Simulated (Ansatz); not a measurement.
Consider the redistribution: `C[SiH2][Se]C` + `N#C[S][GeH3]` → `C[SiH2]SC#N` + `C[Se][GeH3]`.

Computed with Ansatz on PBE0-D4/def2-TZVP structures; ΔE is electronic, products minus reactants. CCSD(T)/CBS adds triple-zeta CCSD(T) − MP2 to the extrapolated MP2 energy (def2 sets, frozen cores). Functionals use def2-TZVPP. For Ge, Se outer-core shells are correlated without core-valence functions, which leaves a few kJ/mol of doubt a bond. Scalar relativity is left out up to krypton. One conformer a species, not always the lowest.

```
         level  ΔE (kcal/mol)
       ωB97X-V           -2.7
       ωB97M-V           -2.8
           PBE           -2.6
 HF/def2-TZVPP           -2.7
MP2/def2-QZVPP           -2.6
  HF/CBS(def2)           -2.6
 MP2/CBS(def2)           -2.6
CCSD/CBS(def2)           -2.6
```

(1) What does CCSD(T)/CBS give? (An estimate is asked.)

Largest T1 diagnostic among the species: 0.013.

Results:

(1) Computed: -2.6 kcal/mol. The listed levels differ from it by -0.1, -0.2, 0.0, -0.1, 0.0, 0.0, 0.0, 0.0 kcal/mol.
